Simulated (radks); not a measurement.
Species: As XXIV. Configuration: [Ne].

All-electron calculation, non-relativistic Kohn-Sham, LB94 model potential, spin-polarised, spherical densities, point nucleus. Program: a radial shooting solver on a logarithmic mesh with Libxc functionals.

Energy parts (eV):
part                   energy
kinetic             51832.881
electron-nucleus  -110661.103
Hartree              8439.392
(The LB94 potential has no energy functional, so no total or exchange-correlation energy is given.)

Orbitals (lengths in bohr, moments of r in powers of bohr; r(90%) holds 90 % of the orbital's charge):
orbital,occ.,eigenvalue (eV),<1/r>,<r^2>,r(90%)
1s,2,-12685.64,32.55,0.002864,0.0823
2s,2,-2475.754,7.275,0.04832,0.312
2p,6,-2333.944,7.263,0.03719,0.284

The highest occupied level is 2p at -2333.9 eV. The density falls to 0.001 e/bohr^3 at r = 0.70 bohr. The electron density at the nucleus is 2.446e+04 e/bohr^3.
